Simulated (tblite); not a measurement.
C6H10OS (charge +1 and doublet state).
Cartesian coordinates in Å at the GFN2-xTB level; atoms count from 1:
```xyz
18
C6H10OS angstrom
C      3.3374    0.4470   -0.5541
C      2.3308   -0.3354   -0.1378
O      1.0587   -0.0024   -0.3917
C      0.0074   -0.7278    0.1720
C     -1.1280   -0.9376   -0.8176
C     -1.8096    0.4140   -0.9940
C     -2.0256    0.9893    0.3980
S     -0.6383    0.4667    1.4298
H      3.1464    1.3748   -1.0661
H      4.3596    0.1537   -0.4024
H      2.4982   -1.2672    0.3945
H      0.3488   -1.6418    0.6664
H     -0.7373   -1.3163   -1.7620
H     -1.8227   -1.6716   -0.4079
H     -1.1659    1.0804   -1.5705
H     -2.7570    0.3156   -1.5216
H     -2.9259    0.5882    0.8710
H     -2.0857    2.0766    0.4177
```

Computed values, GFN2-xTB/tblite, gas phase, harmonic and unscaled. Errors from tens to a few hundred cm⁻¹ against measured bands are possible. One conformer, not necessarily the lowest. Open shells enter through the occupations alone, without spin polarisation, and single modes of such species can be off by tens of per cent.

Harmonic wavenumbers (cm⁻¹): 74.4, 86.9, 116.3, 174.8, 252.2, 273.3, 349.4, 471.9, 496.9, 565.7, 609.1, 680.4, 710.6, 809.1, 860.1, 867.0, 899.5, 932.7, 948.0, 982.1, 1001.5, 1029.9, 1076.0, 1090.4, 1127.3, 1158.2, 1172.4, 1182.6, 1212.4, 1262.2, 1287.0, 1291.5, 1310.6, 1334.9, 1396.6, 1439.4, 1457.3, 1564.5, 2943.7, 2952.3, 2998.6, 3009.9, 3014.0, 3017.4, 3020.8, 3029.9, 3120.1, 3168.0.

A = 3293, B = 1127, C = 992.4 MHz; mass 130.045 u (most abundant isotopes); point group C1, symmetry number 1; spin multiplicity 2.

Problem. What is the zero-point energy?

Solution. Half the sum of the wavenumbers: 31915 cm⁻¹ = 381.79 kJ/mol.

Problem. What is S at 298.15 K and 1 bar for an ideal gas of classical rigid rotors and harmonic oscillators?

Solution. Translation 169.57, rotation 120.74, vibration 94.04, spin (R ln 2) 5.76: S = 390.1 J/(mol K).

Problem. And Cp and H(298.15 K) − H(0)?

Solution. Cp = 142.98 J/(mol K), of which vibrations give 109.72 (their classical limit is 48 R = 399.1); H(298.15 K) − H(0) = 25.33 kJ/mol without the zero-point energy, 15.41 from vibrations.

Problem. What must be added to the electronic energy to get the Gibbs energy at 298.15 K and 1 bar?

Solution. ZPE + [H(298.15 K) − H(0)] − T·S = 381.79 + 25.33 − 116.31 = 290.81 kJ/mol.

Problem. How do the functions run with temperature in this model?

Solution. 
```tsv
T (K)	S (J/(mol K))	Cp (J/(mol K))	H − H(0) (kJ/mol)	G − H(0) (kJ/mol)	ln q(vib)
150	315.3	84.2	8.71	-38.59	2.08
250	366.8	122.2	18.95	-72.76	4.10
400	438.2	185.9	42.11	-133.18	7.26
600	526.8	250.8	86.24	-229.84	11.67
900	640.9	310.6	171.26	-405.54	18.17
```

q(vib) and H(0) count from the zero-point level.

Problem. Blend soft modes into free rotors: weight 1/[1 + (100 cm⁻¹/ν̃)⁴] for the oscillator and the rest for a rotor with moment μB/(μ + B), μ = h/(8π²ν), B = 10⁻⁴⁴ kg m². What vibrational entropy results?

Solution. 88.61 J/(mol K) in place of 94.04, which changes −T·S at 298.15 K by +1.62 kJ/mol.

Hindered rotation and anharmonicity are outside this model. Other conformers, if any are populated, would add a mixing term that is left out. The structure is chiral; the term R ln 2 for an equal mix with its mirror image is left out.
